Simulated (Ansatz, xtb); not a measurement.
System: InI2 (charge 0, doublet). It need not be the lowest isomer of its formula. SMILES: [I][In][I]
Geometry from a B3LYP-D3(BJ)/def2-TZVP (Ansatz, a quantum-chemistry and plane-wave program) optimisation:
```
In
I 1 2.7582
I 1 2.7582 2 122.69
```
Charge 0, spin multiplicity 2.

Harmonic wavenumbers from GFN2-xTB (xtb, at its own minimum), cm⁻¹: 33, 146, 180.

### Question
Give the harmonic wavenumbers at B3LYP-D3(BJ)/def2-TZVP (Ansatz, finite differences of forces, unscaled).

### Answer
37, 143, 187 cm⁻¹. Zero-point energy 0.5 kcal/mol.
